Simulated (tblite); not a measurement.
Parent: `[CH:1]#[C:2][CH2:3][Si@H:4]([CH3:5])[C:6]#[N:7]` with C2–C3–Si4–C5 -60°, C5H7NSi.

The geometries are computed with GFN2-xTB (gas phase). One conformer each, not checked by frequencies here.

| coordinate of the parent | value |
| --- | --- |
| C1≡C2 | 1.197 Å |
| C2–C3 | 1.442 Å |
| C3–Si4 | 1.916 Å |
| Si4–C5 | 1.896 Å |
| Si4–C6 | 1.874 Å |
| C6≡N7 | 1.146 Å |
| C1–C2–C3 | 178.2° |
| C2–C3–Si4 | 111.2° |
| C3–Si4–C5 | 111.1° |
| C3–Si4–C6 | 104.9° |
| C5–Si4–C6 | 108.4° |
| Si4–C6–N7 | 179.7° |

How does the shared frame change in `[CH:1]#[C:2][CH2:3][Si@@:4]([CH3:5])([C:6]#[N:7])[N:8]=[CH2:9]` with C2–C3–Si4–C5 -54°, C3–Si4–N8–C9 -121°, C6H8N2Si? Atoms pair as C1 = C1, C2 = C2, C3 = C3, Si4 = Si4, C5 = C5, C6 = C6, N7 = N7 (parent first).

```csv
parent,relative,value in the relative,change
C1≡C2,C1≡C2,1.197 Å,0.000
C2–C3,C2–C3,1.441 Å,-0.001
C3–Si4,C3–Si4,1.913 Å,-0.003
Si4–C5,Si4–C5,1.893 Å,-0.003
Si4–C6,Si4–C6,1.879 Å,+0.005
C6≡N7,C6≡N7,1.146 Å,0.000
C1–C2–C3,C1–C2–C3,178.2°,0.0
C2–C3–Si4,C2–C3–Si4,111.1°,-0.1
C3–Si4–C5,C3–Si4–C5,113.4°,+2.3
C3–Si4–C6,C3–Si4–C6,107.3°,+2.4
C5–Si4–C6,C5–Si4–C6,108.9°,+0.5
Si4–C6–N7,Si4–C6–N7,175.6°,-4.1
```

Of the parent's bonds, Si4–C6 changes most (+0.005 Å). Bonds of the relative outside the shared frame: Si4–N8 1.726, N8=C9 1.248 Å. Point group C1 → C1.
